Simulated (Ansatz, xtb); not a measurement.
**Relative energy of two isomers of CH7AlO4**

We compare X, `C[O][Al-]([OH])([OH])[OH2+]`, a singlet, with Y, `C[OH+][Al-]([OH])([OH])[OH]`, a singlet. Both are isolated molecules in the gas phase, relaxed with PBE0-D4/def2-SVP; the shapes shown needn't be the lowest conformers.

X (Å):

```xyz
13

C    -0.5433    3.4138   -0.6142
Al   -0.6350    0.6206    0.0126
O    -0.8681    2.0870   -0.8288
O    -0.3143    0.6142    1.7141
O    -1.3824   -0.7681   -0.6898
O     1.1538   -0.1777   -0.2182
H    -0.2858    3.6360    0.4408
H    -1.3860    4.0757   -0.8883
H     0.3226    3.7261   -1.2298
H    -0.9183    0.8902    2.4025
H    -2.0798   -0.7023   -1.3425
H     0.8958   -1.0361   -0.5944
H     1.3533   -0.3313    0.7226
```

Y (Å):

```xyz
13

C    -1.0371   -2.2146   -0.7300
Al    0.1757   -0.2348    1.1156
O    -1.0526   -0.8632   -0.2787
O    -1.2704    0.4210    1.8292
O     0.7390   -1.7464    1.7185
O     1.3957    0.7782    0.4615
H    -0.1772   -2.3175   -1.4032
H    -1.9575   -2.4281   -1.2915
H    -0.9113   -2.9063    0.1149
H    -1.8559   -0.6469    0.2333
H    -1.3545    0.7138    2.7360
H     1.6767   -1.9366    1.7619
H     1.2222    1.6796    0.1893
```

Question: Estimate E(Y) − E(X) at the level CCSD(T)/def2-SVP + ΔMP2/def2-TZVPP.

Answer: Calculated at CCSD(T)/def2-SVP + ΔMP2/def2-TZVPP: E(Y) − E(X) = −0.146 eV, so structure Y lies lower.

How the difference moves with the method:

```csv
level,geometry,E(Y) − E(X) (eV),departure from the last row (eV),"job, with rough time for the two"
PBE0-D4/def2-SVP,PBE0-D4/def2-SVP,−0.057,+0.089,"optimisation, 82 s"
HF/def2-SVP,PBE0-D4/def2-SVP,−0.076,+0.070,part of the CCSD(T) run
MP2/def2-SVP,PBE0-D4/def2-SVP,−0.082,+0.064,part of the CCSD(T) run
CCSD(T)/def2-SVP,PBE0-D4/def2-SVP,−0.082,+0.064,single point
CCSD(T)/def2-SVP + ΔMP2/def2-TZVPP,PBE0-D4/def2-SVP,−0.146,,"single point, 26 s"
```

As drawn, both hold the same kinds of bond in the same numbers.

The levels shown agree on the order. The largest departure from CCSD(T)/def2-SVP + ΔMP2/def2-TZVPP is that of PBE0-D4/def2-SVP, 0.089 eV. Levels run at GFN2-xTB geometries aren't shown. The last row adds to CCSD(T) the change of the MP2 difference between the two basis sets, here −0.064 eV.

With thermal terms from frequencies at re-optimised GFN2-xTB minima (ideal gas, soft modes damped towards free rotors, one conformer each, 298.15 K, 1 atm): the zero-point term adds +0.014 eV; ΔH is −0.139 and ΔG −0.118 eV.

The correlated steps freeze 10 core orbitals. Programs: Ansatz 0.2.0, xtb 6.7.1; the last row on 2 threads of Intel(R) Xeon(R) 6975P-C (Granite Rapids) on a shared host.
